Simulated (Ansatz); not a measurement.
`[SiH3][O][GeH2][O][SiH3]` + `NC[SiH2]S` → `NC[SiH2]S[SiH3]` + `[OH][GeH2][O][SiH3]`  (ligand exchange at the Si–O bond)

Isolated molecules relaxed with PBE0-D4/def2-TZVP in Ansatz; ΔE leaves out vibrations. CBS: MP2 limit from def2 TZ/QZ plus the TZ coupled-cluster correction, frozen cores. DFT in def2-TZVPP. B3LYP here is the variant with VWN-RPA as its local correlation; programs differ in this. For Ge outer-core shells are correlated without core-valence functions, which leaves a few kJ/mol of doubt a bond. Scalar relativity is left out up to krypton. Each species was taken in one conformer, which may not be the lowest.

`[SiH3][O][GeH2][O][SiH3]`:

Cartesian coordinates in Å:
```
Si 0.257 2.251 -0.574
O -0.572 0.921 -1.056
Ge -0.148 -0.768 -1.336
O 0.475 -1.427 0.177
Si -0.134 -1.611 1.688
H -0.461 3.449 -1.074
H 0.342 2.308 0.909
H 1.640 2.235 -1.129
H -1.451 -1.475 -1.718
H 1.002 -0.859 -2.344
H 0.601 -2.717 2.351
H -1.585 -1.944 1.631
H 0.035 -0.363 2.477
```

`NC[SiH2]S`:

Z-matrix (Å, degrees):
```
C
Si 1 1.880
N 1 1.458 2 108.3
H 1 1.101 2 110.5 3 -127.3
H 1 1.095 2 106.8 3 117.5
S 2 2.143 1 112.3 3 173.9
H 2 1.482 1 111.3 3 -69.3
H 2 1.490 1 108.5 3 51.4
H 3 1.012 1 111.6 2 172.7
H 3 1.012 1 111.1 2 -67.6
H 6 1.344 2 94.8 1 -64.0
```

`NC[SiH2]S[SiH3]`:

Z-matrix (Å, degrees):
```
C
Si 1 1.885
N 1 1.462 2 114.1
H 1 1.095 2 109.3 3 -122.4
H 1 1.095 2 109.6 3 122.5
S 2 2.148 1 109.6 3 -54.3
H 2 1.491 1 112.9 3 -176.2
H 2 1.487 1 109.7 3 60.9
H 3 1.013 1 110.7 2 -62.6
H 3 1.014 1 110.1 2 55.1
Si 6 2.135 2 97.1 1 -85.1
H 11 1.487 6 110.7 2 46.8
H 11 1.484 6 111.0 2 -74.0
H 11 1.483 6 106.9 2 166.2
```

`[OH][GeH2][O][SiH3]`:

```xyz
10

O    -0.373    1.158   -1.801
Ge    0.349   -0.393   -1.343
O     0.666   -0.386    0.398
Si   -0.260   -0.119    1.722
H     0.235    1.896   -1.720
H     1.722   -0.595   -1.996
H    -0.720   -1.437   -1.675
H    -0.360    1.336    2.014
H     0.375   -0.803    2.876
H    -1.635   -0.658    1.525
```

```csv
level,ΔE (kJ/mol),difference from CCSD(T)/CBS
PBE-D4,18.2,-19.6
r2SCAN-D4,30.5,-7.3
PBE0-D4,24.9,-12.9
B3LYP-D4,39.2,1.4
ωB97X-V,38.1,0.3
ωB97M-V,36.6,-1.2
B2PLYP,42.7,4.9
PBE,20.7,-17.1
r2SCAN,30.9,-6.9
PBE0,27.0,-10.8
B3LYP,43.5,5.7
HF/def2-TZVPP,64.8,27.0
MP2/def2-TZVPP,36.8,-1.0
SCS-MP2/def2-TZVPP,44.5,6.7
CCSD/def2-TZVPP,45.6,7.8
CCSD(T)/def2-TZVPP,40.7,2.9
HF/def2-QZVPP,67.3,29.5
MP2/def2-QZVPP,36.0,-1.8
SCS-MP2/def2-QZVPP,43.6,5.8
HF/CBS(def2),67.6,29.8
MP2/CBS(def2),34.0,-3.8
CCSD/CBS(def2),42.8,5.0
CCSD(T)/CBS,37.8,0
```

Largest T1 diagnostic among the species: 0.012.

From PBE to PBE0 (25 % exact exchange), in def2-TZVPP and without D4, ΔE moves by +6.3 kJ/mol. In def2-TZVPP, CCSD(T) changes the Hartree–Fock value by −24.1 kJ/mol (the triples alone add −4.9 kJ/mol) and MP2 by −28.0 kJ/mol.
